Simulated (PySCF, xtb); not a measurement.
CH₃S, SMILES [CH2]S, multiplicity 2.

Harmonic wavenumbers (cm⁻¹) from xtb 6.7.1 with GFN2-xTB at its own minimum, in rising order: 341, 486, 786, 892, 998, 1341, 2397, 3136, 3195.

Task: What does PySCF with PBE0-D3(BJ)/def2-TZVP give at its own minimum? (The exact figures need the calculation; the answer reports its results.)

Result: 100, 349, 783, 868, 1071, 1405, 2716, 3198, 3326. Paired by order, the mean absolute difference is 117 cm⁻¹ and the zero-point energies are 19.4 and 19.8 kcal/mol.
